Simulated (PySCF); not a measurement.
BrZn, doublet, at a GFN2-xTB geometry (such geometries of metal compounds can be far from the true shape) (the spin is typed, not shown lowest). Base run: CAMB3LYP/def2-SVP in PySCF.

Here is a job for PySCF.
```python
from pyscf import gto, scf, dft

mol = gto.M(
    atom='''
Zn   -0.00000000   -0.00000000   -1.31529867
Br    0.00000000    0.00000000    1.12739886
''',
    basis='def2-svp',
    spin=1,
    verbose=4,
)

mf = dft.UKS(mol)
mf.xc = 'camb3lyp'
mf.kernel()
mf.analyze()
```

Each row names what was changed in the base input (with any setting that the change needs).

```csv
change,ΔE vs base (mEh),fitting functions,dipole (D),outcome
base,0.000,-,3.74,converged
auxbasis = autoaux,-0.011,657,3.74,converged
auxbasis = cc-pvdz-jkfit,-,-,-,input refused
auxbasis = def2-universal-jkfit,-0.027,530,3.74,converged
auxbasis = def2-tzvp-ri,-16109.9,344,3.70,converged
auxbasis = even-tempered beta=2.0,-0.070,643,3.74,converged
auxbasis = default (with mf = mf.density_fit()),-0.027,530,3.74,converged
auxbasis = cc-pvtz-jkfit,-,-,-,input refused
"exchange = seminumerical (SGX) (with mf = sgx.sgx_fit(mf, auxbasis='def2-universal-jfit'); with mf.with_df.dfj = True)",-0.137,147,3.74,converged
auxbasis = even-tempered beta=1.6,0.006,940,3.74,converged
```

A fitting set is made for a task (jfit for Coulomb, jkfit for Coulomb and exchange, ri for correlation) and for a family of orbital bases.

Open shells are given as the SCF converged; they aren't shown to be the lowest states, and a large step between rows can be another state.

- auxbasis = cc-pvdz-jkfit: ended with `pyscf.lib.exceptions.BasisNotFoundError: Basis set not found for Zn in cc-pvdz-jkfit`
- auxbasis = cc-pvtz-jkfit: ended with `pyscf.lib.exceptions.BasisNotFoundError: Basis set not found for Zn in cc-pvtz-jkfit`
